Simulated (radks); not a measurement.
Co5+, configuration [Ar] 3d4 (the NIST ground configuration). All-electron calculation, scalar-relativistic Kohn-Sham, BLYP, spin-unpolarised, spherical densities, point nucleus. Program: a radial shooting solver on a logarithmic mesh with Libxc functionals.

Normalised radial functions P(r) = r R(r), r in bohr:

```
   r/bohr * 1s, o 3s, + 3p (the largest magnitude, 3.79, reaches the edge; | marks zero, & curves that meet)
 0.002097                             +o  *
 0.002982                             +o    *
  0.00424                             +o      *
 0.006029                             +o        *
 0.008505                             + o           *
  0.01209                             + o               *
   0.0172                             +  o                  *
  0.02445                             |+ o                     *
  0.03477                             |+ o                       *
  0.04943                             | &                       *
  0.07029                             o  +                 *
  0.09995                           o |   +         *
   0.1421                         o   |    +*
   0.2021                        o    | *+
   0.2873                            o&
   0.4086                        +    *    o
   0.5809                     +       *        o
    0.826                     +       *       o
    1.175                        +    *   o
     1.67                           + *o
    2.375                             &
```

1s: eigenvalue -7684.4 eV, 0 radial nodes, <r> = 0.0562 bohr, 90 % of the charge inside 0.100 bohr. 3s: eigenvalue -186.40 eV, 2 radial nodes at r = 0.0731, 0.313 bohr, <r> = 0.751 bohr, 90 % of the charge inside 1.12 bohr. 3p: eigenvalue -148.91 eV, 1 radial node at r = 0.283 bohr, <r> = 0.777 bohr, 90 % of the charge inside 1.18 bohr.
